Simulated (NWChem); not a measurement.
The numbers come from NWChem runs, not from measurements. System: AlN, charge 1, spin multiplicity 4, at the geometry of a parent with another charge or spin, in a state set for the comparison that need not be this species' ground state. Its SCF solution wasn't tested for a lower state. Level: UMP2/def2-TZVPD, 6 core orbitals frozen.

Input file:

```
start mol
memory heap 200 mb stack 900 mb global 1100 mb
charge 1
geometry units angstroms nocenter noautoz
  Al     0.000000     0.000000     0.628358
  N      0.000000     0.000000    -1.166951
  symmetry group C2v
end
basis spherical
  * library def2-tzvpd
end
scf
  uhf
  nopen 3
  maxiter 100
  thresh 1e-7
  semidirect memsize 60000000 filesize 0
  # guess.movecs holds the orbitals of an unrestricted PBE0 run
  vectors input guess.movecs output mol.movecs
end
mp2
  freeze core 6
end
task mp2 energy
```

Output (cleaned and shortened):

```
             Northwest Computational Chemistry Package (NWChem) 7.3.0
             --------------------------------------------------------

                                NWChem Input Module
                                -------------------

 Scaling coordinates for geometry "geometry" by  1.889725989
 (inverse scale =  0.529177249)

 Turning off AUTOSYM since
 SYMMETRY directive was detected!

                             Geometry "geometry" -> ""
                             -------------------------

 Output coordinates in angstroms (scale by  1.889725989 to convert to a.u.)

  No.       Tag          Charge          X              Y              Z
 ---- ---------------- ---------- -------------- -------------- --------------
    1 Al                  13.0000     0.00000000     0.00000000     0.62835800
    2 N                    7.0000     0.00000000     0.00000000    -1.16695100

 Effective nuclear repulsion energy (a.u.)      26.8227528849

            Nuclear Dipole moment (a.u.)
            ----------------------------
        X                 Y               Z
 ---------------- ---------------- ----------------
     0.0000000000     0.0000000000    -0.0000056692

      Symmetry information
      --------------------

 Group name             C2v
 Group number             16
 Group order               4
 No. of unique centers     2

      Symmetry unique atoms

     1    2


 Summary of "ao basis" -> "" (spherical)
 ------------------------------------------------------------------------------
       Tag                 Description            Shells   Functions and Types
 ---------------- ------------------------------  ------  ---------------------
 *                         def2-tzvpd                 on all atoms

 Summary of "ao basis" -> "ao basis" (spherical)
 ------------------------------------------------------------------------------
       Tag                 Description            Shells   Functions and Types
 ---------------- ------------------------------  ------  ---------------------
 Al                        def2-tzvpd               15       43   6s5p3d1f
 N                         def2-tzvpd               13       37   6s3p3d1f

                                 NWChem SCF Module
                                 -----------------

  ao basis        = "ao basis"
  functions       =    80
  atoms           =     2
  alpha electrons =    11
  beta  electrons =     8
  charge          =   1.00
  wavefunction    = UHF
  use symmetry    = T
  symmetry adapt  = T

 Summary of "ao basis" -> "ao basis" (spherical)
 ------------------------------------------------------------------------------
       Tag                 Description            Shells   Functions and Types
 ---------------- ------------------------------  ------  ---------------------
 Al                        def2-tzvpd               15       43   6s5p3d1f
 N                         def2-tzvpd               13       37   6s3p3d1f

      Symmetry analysis of basis
      --------------------------

        a1         36
        a2          8
        b1         18
        b2         18

 Forming initial guess at       0.0s

   Symmetry analysis of molecular orbitals - initial alpha
   -------------------------------------------------------

  Numbering of irreducible representations:

     1 a1          2 a2          3 b1          4 b2

  Orbital symmetries:

     1 a1          2 a1          3 a1          4 b2          5 b1
     6 a1          7 a1          8 a1          9 b2         10 b1
    11 a1         12 b1         13 b2         14 a1         15 a1
    16 a1         17 a2         18 b2         19 b1         20 a1
    21 b2

   Symmetry analysis of molecular orbitals - initial beta
   ------------------------------------------------------

  Numbering of irreducible representations:

     1 a1          2 a2          3 b1          4 b2

  Orbital symmetries:

     1 a1          2 a1          3 a1          4 b2          5 b1
     6 a1          7 a1          8 a1          9 a1         10 b2
    11 b1         12 b2         13 b1         14 a1         15 a1
    16 a2         17 a1         18 b2         19 b1         20 a1
    21 b2

 Starting SCF solution at       0.1s

 ----------------------------------------------
         Quadratically convergent UHF

 Convergence threshold     :          1.000E-07
 Maximum no. of iterations :          100
 Integral*density screening:          1.000E-09
 ----------------------------------------------

              iter       energy          gnorm     gmax       time
             ----- ------------------- --------- --------- --------
                 1     -296.0221605078  5.06D-01  1.84D-01      0.7
                 2     -296.0333157196  1.04D-01  4.23D-02      0.8
                 3     -296.0342983733  7.88D-03  2.27D-03      0.8
                 4     -296.0343424384  2.16D-04  5.81D-05      1.0
                 5     -296.0343424562  4.09D-08  1.29D-08      1.2

       Final UHF  results
       ------------------

         Total SCF energy =   -296.034342456211
      One electron energy =   -458.515493520952
      Two electron energy =    135.658398179877
 Nuclear repulsion energy =     26.822752884864

                       Sz =      1.5000
                 Sz(Sz+1) =      3.7500
                      S^2 =      3.8016

        Time for solution =      1.2s

       Symmetry analysis of molecular orbitals - alpha
       -----------------------------------------------

  Numbering of irreducible representations:

     1 a1          2 a2          3 b1          4 b2

  Orbital symmetries:
[...]
    34     -0.272987  1 Al d  0              18     -0.213408  1 Al pz
     5     -0.180620  1 Al s

                     UHF Final Beta Molecular Orbital Analysis
                     -----------------------------------------

 Vector    6  Occ=1.000000D+00  E=-3.519770D+00  Symmetry=a1
              MO Center= -1.7D-17, -1.7D-17,  6.3D-01, r^2= 1.3D-01
   Bfn.  Coefficient  Atom+Function         Bfn.  Coefficient  Atom+Function
  ----- ------------  ---------------      ----- ------------  ---------------
     9      0.547885  1 Al pz                12      0.411169  1 Al pz
    15      0.195467  1 Al pz

 Vector    7  Occ=1.000000D+00  E=-1.094970D+00  Symmetry=a1
              MO Center=  1.7D-15,  3.6D-16, -9.3D-01, r^2= 7.3D-01
   Bfn.  Coefficient  Atom+Function         Bfn.  Coefficient  Atom+Function
  ----- ------------  ---------------      ----- ------------  ---------------
    47      0.475049  2 N  s                 46      0.324950  2 N  s
     4      0.258315  1 Al s                 45     -0.222364  2 N  s

 Vector    8  Occ=1.000000D+00  E=-6.319213D-01  Symmetry=a1
              MO Center=  1.9D-19,  3.0D-19, -5.5D-01, r^2= 2.1D+00
   Bfn.  Coefficient  Atom+Function         Bfn.  Coefficient  Atom+Function
  ----- ------------  ---------------      ----- ------------  ---------------
     4      0.645600  1 Al s                  3     -0.299989  1 Al s
     5      0.250233  1 Al s                 52      0.249513  2 N  pz
    47     -0.232087  2 N  s                 48     -0.230585  2 N  s
    55      0.230343  2 N  pz                18     -0.173402  1 Al pz

 Vector    9  Occ=0.000000D+00  E=-2.517651D-01  Symmetry=a1
              MO Center= -2.6D-18, -1.8D-18,  6.0D-01, r^2= 3.7D+00
   Bfn.  Coefficient  Atom+Function         Bfn.  Coefficient  Atom+Function
  ----- ------------  ---------------      ----- ------------  ---------------
    18      0.315422  1 Al pz                 5      0.304612  1 Al s
    21      0.294649  1 Al pz                 4      0.269249  1 Al s
    49      0.258595  2 N  s                 52     -0.222396  2 N  pz
    55     -0.214539  2 N  pz                 3     -0.164917  1 Al s
    58     -0.165584  2 N  pz

 Vector   10  Occ=0.000000D+00  E=-2.165084D-01  Symmetry=b1
              MO Center= -1.5D-15, -4.9D-16, -9.3D-02, r^2= 3.4D+00
   Bfn.  Coefficient  Atom+Function         Bfn.  Coefficient  Atom+Function
  ----- ------------  ---------------      ----- ------------  ---------------
    19      0.496779  1 Al px                16      0.364846  1 Al px
    50      0.166929  2 N  px                53      0.159585  2 N  px

 Vector   11  Occ=0.000000D+00  E=-2.165084D-01  Symmetry=b2
              MO Center= -4.1D-16,  3.2D-17, -9.3D-02, r^2= 3.4D+00
   Bfn.  Coefficient  Atom+Function         Bfn.  Coefficient  Atom+Function
  ----- ------------  ---------------      ----- ------------  ---------------
    20      0.496779  1 Al py                17      0.364846  1 Al py
    51      0.166929  2 N  py                54      0.159585  2 N  py

 center of mass
 --------------
 x =   0.00000000 y =   0.00000000 z =   0.02827215

 moments of inertia (a.u.)
 ------------------
         106.107302652389           0.000000000000           0.000000000000
           0.000000000000         106.107302652389           0.000000000000
           0.000000000000           0.000000000000           0.000000000000

  Mulliken analysis of the total density
  --------------------------------------

    Atom       Charge   Shell Charges
 -----------   ------   -------------------------------------------------------
    1 Al  13    12.03   2.00  0.66  1.32  1.14  0.40 -0.04  2.90  2.28  0.82  0.39  0.05  0.06  0.02 -0.00  0.02
    2 N    7     6.97   0.82  1.15  0.63  1.03  0.20  0.00  1.24  1.42  0.45  0.00  0.02  0.00  0.00

  Mulliken analysis of the alpha density
  --------------------------------------

    Atom       Charge   Shell Charges
 -----------   ------   -------------------------------------------------------
    1 Al  13     6.30   1.00  0.33  0.65  0.65  0.26 -0.03  1.46  1.14  0.41  0.30  0.05  0.05  0.02 -0.00  0.02
    2 N    7     4.70   0.41  0.57  0.34  0.53  0.08  0.02  1.11  1.24  0.38  0.00  0.01  0.01  0.00

   Mulliken analysis of the beta density
   -------------------------------------

    Atom       Charge   Shell Charges
 -----------   ------   -------------------------------------------------------
    1 Al  13     5.73   1.00  0.33  0.66  0.50  0.13 -0.00  1.45  1.14  0.41  0.09 -0.00  0.01  0.01 -0.00  0.00
    2 N    7     2.27   0.41  0.58  0.29  0.50  0.12 -0.02  0.13  0.18  0.08  0.00  0.00 -0.00  0.00

   Mulliken analysis of the spin density
   -------------------------------------

    Atom       Charge   Shell Charges
 -----------   ------   -------------------------------------------------------
    1 Al  13     0.57   0.00  0.00 -0.01  0.15  0.13 -0.03  0.01 -0.00 -0.00  0.21  0.05  0.03  0.01  0.00  0.01
    2 N    7     2.43  -0.00 -0.00  0.05  0.04 -0.04  0.03  0.98  1.06  0.30  0.00  0.01  0.01 -0.00

       Multipole analysis of the density wrt the origin
       ------------------------------------------------

     L   x y z        total         alpha         beta         nuclear
     -   - - -        -----         -----         ----         -------
     0   0 0 0      1.000000    -11.000000     -8.000000     20.000000

     1   1 0 0     -0.000000     -0.000000     -0.000000      0.000000
     1   0 1 0     -0.000000     -0.000000     -0.000000      0.000000
     1   0 0 1      1.283978      2.223485     -0.939502     -0.000006

     2   2 0 0     -8.943247     -6.184467     -2.758781      0.000000
     2   1 1 0      0.000000      0.000000      0.000000      0.000000
     2   1 0 1      0.000000     -0.000000      0.000000      0.000000
     2   0 2 0     -8.943247     -6.184467     -2.758781      0.000000
     2   0 1 1     -0.000000     -0.000000      0.000000      0.000000
     2   0 0 2     -9.874313    -39.836568    -22.408336     52.370592

                   NWChem MP2 Semi-direct Energy/Gradient Module
                   ---------------------------------------------

  Basis functions       =     80
  Molecular orbitals    =     80
  Frozen core           =      6
  Frozen virtuals       =      0
  Active alpha occupied =      5
  Active beta occupied  =      2
  Active alpha virtual  =     69
  Active beta virtual   =     72
  Use MO symmetry       = T
  Use skeleton AO sym   = T

  AO/Fock/Back tols     =   1.0D-09  1.0D-09  1.0D-09

 GA uses MA = F    GA memory limited = T

 Available:
  local mem=  1.26D+08
 global mem=  1.44D+08
 local disk=  0.00D+00
  mp2_memr nvloc                    69
  nvloc new                    69
   1 passes of   5:        4194304                      30299                   3800986.
   1 passes of   5: M    126150286           G      144166400           F     121955982.

 Semi-direct pass number   1 of   1  for UHF alpha       at        1.3s
  vrange nnbf                  3231
  mp2_eaftype                    14  avail_ma_in_mb                  1099
 EAF : mp2_eaftype filesize          14    1900493.
  mp2_eaf for mointskh                     14
Node 0 wrote      8.9 Mb in      0.0 s     Agg I/O rate:  1752.0 Mb/s
 Done moints_semi at        3.1s
  mp2_eaftype                    14  avail_ma_in_mb                  1085
 EAF : mp2_eaftype filesize          14    1900493.
  mp2_eaf for kh                    14
 Done maket at        3.1s
 Done multipass loop at        3.1s

 GA uses MA = F    GA memory limited = T

 Available:
  local mem=  1.26D+08
 global mem=  1.44D+08
 local disk=  0.00D+00
  mp2_memr nvloc                    72
  nvloc new                    72
   1 passes of   2:        4194304                      20253                   1592920.
   1 passes of   2: M    126150286           G      144166400           F     121955982.

 Semi-direct pass number   1 of   1  for UHF beta        at        3.2s
  vrange nnbf                  3231
  mp2_eaftype                    10  avail_ma_in_mb                  1099
 EAF : mp2_eaftype filesize          10     796460.
  mp2_eaf for mointskh                     10
Node 0 wrote      3.7 Mb in      0.0 s     Agg I/O rate:  1242.2 Mb/s
 Done moints_semi at        5.0s
  mp2_eaftype                    10  avail_ma_in_mb                  1089
 EAF : mp2_eaftype filesize          10     796460.
  mp2_eaf for kh                    10
 Done maket at        5.0s
 Done multipass loop at        5.0s

          -------------------------------------------
          SCF energy                -296.034342456211
          Correlation energy          -0.147112913120
          Singlet pairs                0.000000000000
          Triplet pairs                0.000000000000
          Total MP2 energy          -296.181455369331
          -------------------------------------------

          ---------------------------------------------------
                    Spin Component Scaled (SCS) MP2
          Same spin pairs                     -0.036358465367
          Same spin scaling factor             0.333333333333
          Opposite spin pairs                 -0.110754447753
          Opposite spin scaling fact.          1.200000000000
          SCS-MP2 correlation energy          -0.145024825759
          Total SCS-MP2 energy              -296.179367281970
          ---------------------------------------------------

 -----------------------
 Performance information
 -----------------------

 Timer overhead =  1.41D-07 seconds/call

               Nr. of calls         CPU time (s)                 Wall time (s)                GFlops
             ---------------    -------------------     ------------------------------   -------------------
Name         Min   Avg   Max    Min     Avg     Max     Min     Avg     Max   Mx/calls   Min     Max     Sum
mp2: moin     2     2     2    3.6     3.6     3.6      3.6     3.6     3.6     1.8      0.0     0.0     0.0
mp2: make     2     2     2   7.12E-2 7.12E-2 7.12E-2  7.12E-2 7.12E-2 7.12E-2 3.56E-2   0.0     0.0     0.0
mp2: tota     1     1     1    3.8     3.8     3.8      3.8     3.8     3.8     3.8      0.0     0.0     0.0

 The average no. of pstat calls per process was 5.00D+00
 with a timing overhead of 7.04D-07s

 Task  times  cpu:        5.0s     wall:        5.0s

 Total times  cpu:        5.0s     wall:        5.0s
```
